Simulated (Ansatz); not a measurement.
Reaction (ligand exchange at the Si–S bond): `C=C[SiH2]S[SiH](Cl)Cl` + `[OH][GeH3]` → `Cl[SiH](Cl)[O][GeH3]` + `C=C[SiH2]S`

Calculated with Ansatz (gas phase, PBE0-D4/def2-TZVP geometries, no zero-point term in ΔE). CCSD(T)/CBS adds triple-zeta CCSD(T) − MP2 to the extrapolated MP2 energy (def2 sets, frozen cores). DFT in def2-TZVPP. For Ge outer-core shells are correlated without core-valence functions, which leaves a few kJ/mol of doubt a bond. Scalar relativity is left out up to krypton. One conformer a species, not always the lowest.

```
       level  ΔE (kJ/mol)
      B2PLYP        -71.8
HF/CBS(def2)        -99.0
```

Problem. What does CCSD(T)/CBS give? (Estimate.)

Solution. Computed: -62.9 kJ/mol. The listed levels differ from it by -8.9, -36.1 kJ/mol.

Largest T1 diagnostic among the species: 0.011.

The D4 term adds +14.4 kJ/mol with B3LYP and +8.5 kJ/mol with PBE0; it sums over pairs of atoms, weighted by their polarisabilities, and B3LYP, whose exchange is more repulsive, gets the larger term. In def2-TZVPP, CCSD(T) changes the Hartree–Fock value by +28.9 kJ/mol (the triples alone add +5.9 kJ/mol) and MP2 by +36.7 kJ/mol. From PBE to PBE0 (25 % exact exchange), in def2-TZVPP and without D4, ΔE moves by −5.0 kJ/mol.

B3LYP here is the variant with VWN-RPA as its local correlation; programs differ in this.
